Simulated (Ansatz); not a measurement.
BFO, SMILES O=BF.

Geometry: PBE0-D3(BJ)/def2-TZVP.

Two levels are set side by side: PBE/def2-TZVPD (Ansatz, a first-principles code) and PBE0/def2-TZVPD (Ansatz). Energy differences of separate SCF runs at the same geometry; the states with an electron removed or added have multiplicity 2 and 2. Differences are taken from unrounded values.

```csv
quantity,PBE0
vertical ionisation energy (eV),13.36
vertical singlet–triplet gap (eV),7.52
```

What does PBE give, and how far is it from PBE0? (Estimate from the structure and the level; the computed values follow.)


| quantity | PBE | PBE minus PBE0 |
|---|---|---|
| vertical ionisation energy (eV) | 13.44 | 0.08 |
| vertical singlet–triplet gap (eV) | 7.51 | -0.01 |

On these quantities the two levels nearly agree.
